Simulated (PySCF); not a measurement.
2,2-dichloroethyl(fluoro)silane (C₂H₅Cl₂FSi), SMILES C(Cl)(Cl)C[SiH2]F. The structure is a stationary point at ωB97X-D3(BJ)/def2-SVP. One conformer was computed; it need not be the lowest.

All values below come from ωB97X-D3(BJ)/def2-SVP run with PySCF.

Harmonic wavenumbers (cm⁻¹): 83, 89, 129, 206, 274, 318, 406, 551, 677, 740, 765, 815, 859, 874, 943, 978, 1074, 1156, 1224, 1274, 1337, 1438, 2284, 2312, 3096, 3160, 3179. Rotational constants (GHz): 3.124, 0.9094, 0.7248; symmetry number 1.

Q: Work out the zero-point energy and the ideal-gas rigid-rotor harmonic-oscillator thermochemistry at 298.15 K and 1 atm.

A: ZPE = ½ Σ hcν = ½ × 30241 cm⁻¹ = 180.88 kJ/mol. H − E(el) = 203.36 kJ/mol. Entropy in J/(mol K): translation 170.99, rotation 123.16, vibration 78.31, total 372.46. G − E(el) = 92.31 kJ/mol. Cp = 115.50 J/(mol K). Modes under 150 cm⁻¹ make the vibrational entropy uncertain.
